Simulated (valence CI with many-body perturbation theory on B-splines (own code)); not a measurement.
# Hf38+: electric-dipole lines

Calculated by valence CI with perturbative core correlation (CI+MBPT): six valence electrons over a frozen Dirac-Fock core [Ar] 3d10, a basis of 9 s, 9 p, 8 d, 6 f, 3 g, 1 h functions for each j, with the one-electron correlation potential Σ1, the two-electron term Σ2, the three-electron term Σ3, Breit, model QED; selected CI, second order for the rest, scaled by the run's own slope (own B-spline code, finite nucleus).

The last digits are not significant, and no measured levels were compared; by estimate large intervals hold to a few tenths of a per cent, small ones and those within an open d or f shell to about a per cent. Among the levels kept, up to 630 cm⁻¹ of a level comes from second order outside the variational space, and about a tenth of that is noise between levels of different J, which matters for small intervals.

Lines 51 to 90 of 90 in falling wavelength, among levels below 274.82 eV, chosen from the strongest by gf and those to the six lowest levels. Wavelengths and rates use the calculated energies. Electric multipoles are in the length gauge with retardation, E1 and E2 with the static RPA response of the core. Weak lines are less certain than strong ones. Lines between different terms over intervals too small for the method are left out, as are lines whose strength nearly cancels. The highest levels of a list are the least certain.

Levels are named by their leading jj configuration (3d3/2^4 stands for four electrons in 3d with j = 3/2), which in mixed levels can hold well under half, so a name can repeat and another be missing. Letters in brackets count levels of one name in rising energy.

```csv
λ vac (Å),Upper,Lower,A (s⁻¹),log gf,Branch %
71.60,(4s^2 4p1/2 4p3/2^2 4d5/2) J=3 [b],(4s^2 4p1/2 4p3/2^3) J=2,1.43e+09,-2.11,84.1
71.14,(4s^2 4p1/2 4p3/2^2 4d5/2) J=2 [a],(4s^2 4p1/2 4p3/2^3) J=1,3.68e+09,-1.86,44.3
70.23,(4s^2 4p1/2 4p3/2^2 4d5/2) J=2 [b],(4s^2 4p1/2 4p3/2^3) J=2,1.72e+11,-0.20,37.4
69.81,(4s^2 4p1/2^2 4p3/2 4d5/2) J=3,(4s^2 4p1/2^2 4p3/2^2) J=2,3.76e+11,0.28,100.0
69.59,(4s^2 4p1/2 4p3/2^2 4d5/2) J=1 [b],(4s^2 4p1/2 4p3/2^3) J=2,2.44e+10,-1.27,3.3
69.22,(4s^2 4p1/2^2 4p3/2 4d5/2) J=1,(4s^2 4p1/2^2 4p3/2^2) J=2,1.52e+11,-0.48,68.4
68.56,(4s^2 4p1/2 4p3/2^2 4d5/2) J=3 [c],(4s^2 4p1/2 4p3/2^3) J=2,5.12e+11,0.40,92.8
68.55,(4s^2 4p1/2 4p3/2^2 4d5/2) J=2 [b],(4s^2 4p1/2 4p3/2^3) J=1,2.39e+11,-0.08,51.7
68.33,(4s 4p1/2^2 4p3/2^3) J=2,(4s^2 4p1/2^2 4p3/2^2) J=2,3.55e+11,0.09,95.4
67.98,(4s 4p1/2^2 4p3/2^3) J=1,(4s^2 4p1/2^2 4p3/2^2) J=0,2.96e+11,-0.21,59.0
67.94,(4s^2 4p1/2 4p3/2^2 4d5/2) J=1 [b],(4s^2 4p1/2 4p3/2^3) J=1,4.59e+11,-0.02,62.8
67.41,(4s^2 4p1/2 4p3/2^2 4d5/2) J=2 [c],(4s^2 4p1/2 4p3/2^3) J=2,3.93e+11,0.13,40.7
66.83,(4s 4p1/2 4p3/2^4) J=0,(4s^2 4p1/2 4p3/2^3) J=1,5.48e+11,-0.44,100.0
65.86,(4s^2 4p1/2 4p3/2^2 4d5/2) J=2 [c],(4s^2 4p1/2 4p3/2^3) J=1,5.50e+11,0.25,57.1
64.98,(4s 4p1/2^2 4p3/2^3) J=1,(4s^2 4p1/2^2 4p3/2^2) J=2,1.78e+11,-0.47,35.4
64.83,(4s 4p1/2 4p3/2^4) J=1,(4s^2 4p1/2 4p3/2^3) J=2,9.79e+11,0.27,97.0
63.40,(4s 4p1/2 4p3/2^4) J=1,(4s^2 4p1/2 4p3/2^3) J=1,3.22e+09,-2.23,0.3
58.32,(4s^2 4p1/2 4p3/2^2 4d3/2) J=1 [a],(4s^2 4p1/2^2 4p3/2^2) J=0,1.43e+10,-1.66,35.2
56.10,(4s^2 4p1/2 4p3/2^2 4d3/2) J=1 [a],(4s^2 4p1/2^2 4p3/2^2) J=2,2.10e+10,-1.53,51.8
56.04,(4s^2 4p1/2 4p3/2^2 4d3/2) J=2 [a],(4s^2 4p1/2^2 4p3/2^2) J=2,5.97e+09,-1.85,78.1
55.17,(4s^2 4p1/2 4p3/2^2 4d3/2) J=3 [a],(4s^2 4p1/2^2 4p3/2^2) J=2,1.25e+10,-1.40,93.0
53.23,(4s^2 4p1/2 4p3/2^2 4d5/2) J=1 [a],(4s^2 4p1/2^2 4p3/2^2) J=0,1.62e+09,-2.69,7.0
52.98,(4s^2 4p1/2 4p3/2^2 4d3/2) J=2 [b],(4s^2 4p1/2^2 4p3/2^2) J=2,7.83e+10,-0.78,98.7
52.69,(4s^2 4p1/2 4p3/2^2 4d3/2) J=1 [b],(4s^2 4p1/2^2 4p3/2^2) J=0,1.56e+10,-1.71,1.0
52.09,(4s^2 4p1/2 4p3/2^2 4d5/2) J=3 [a],(4s^2 4p1/2^2 4p3/2^2) J=2,7.22e+10,-0.69,99.5
51.37,(4s^2 4p1/2 4p3/2^2 4d5/2) J=1 [a],(4s^2 4p1/2^2 4p3/2^2) J=2,1.79e+10,-1.67,78.2
51.03,(4s^2 4p1/2 4p3/2^2 4d3/2) J=1 [c],(4s^2 4p1/2^2 4p3/2^2) J=0,1.39e+12,0.21,95.8
50.96,(4s^2 4p1/2 4p3/2^2 4d3/2) J=2 [c],(4s^2 4p1/2^2 4p3/2^2) J=2,1.48e+12,0.46,99.4
50.88,(4s^2 4p1/2 4p3/2^2 4d3/2) J=3 [b],(4s^2 4p1/2^2 4p3/2^2) J=2,1.43e+12,0.59,99.9
50.87,(4s^2 4p1/2 4p3/2^2 4d3/2) J=1 [b],(4s^2 4p1/2^2 4p3/2^2) J=2,1.57e+12,0.26,99.0
49.32,(4s^2 4p1/2 4p3/2^2 4d3/2) J=1 [c],(4s^2 4p1/2^2 4p3/2^2) J=2,3.42e+10,-1.43,2.4
48.98,(4s^2 4p1/2 4p3/2^2 4d5/2) J=1 [b],(4s^2 4p1/2^2 4p3/2^2) J=0,1.97e+11,-0.67,27.0
48.94,(4s^2 4p1/2 4p3/2^2 4d5/2) J=2 [a],(4s^2 4p1/2^2 4p3/2^2) J=2,2.94e+09,-2.28,35.5
48.32,(4s^2 4p1/2 4p3/2^2 4d5/2) J=3 [b],(4s^2 4p1/2^2 4p3/2^2) J=2,2.68e+08,-3.18,15.7
47.69,(4s^2 4p1/2 4p3/2^2 4d5/2) J=2 [b],(4s^2 4p1/2^2 4p3/2^2) J=2,5.04e+10,-1.07,10.9
47.40,(4s^2 4p1/2 4p3/2^2 4d5/2) J=1 [b],(4s^2 4p1/2^2 4p3/2^2) J=2,4.95e+10,-1.30,6.8
46.92,(4s^2 4p1/2 4p3/2^2 4d5/2) J=3 [c],(4s^2 4p1/2^2 4p3/2^2) J=2,3.97e+10,-1.04,7.2
46.57,(4s 4p1/2 4p3/2^4) J=1,(4s^2 4p1/2^2 4p3/2^2) J=0,2.90e+08,-3.55,0.0
46.37,(4s^2 4p1/2 4p3/2^2 4d5/2) J=2 [c],(4s^2 4p1/2^2 4p3/2^2) J=2,2.12e+10,-1.47,2.2
45.14,(4s 4p1/2 4p3/2^4) J=1,(4s^2 4p1/2^2 4p3/2^2) J=2,1.20e+10,-1.96,1.2
```

Question: How does gf follow from A for the line at 69.59 Å?

Answer: gf = 1.4992 × (2J+1)_upper × A / σ², with σ = 1436935 cm⁻¹ and 2J+1 = 3: gf = 0.0532.
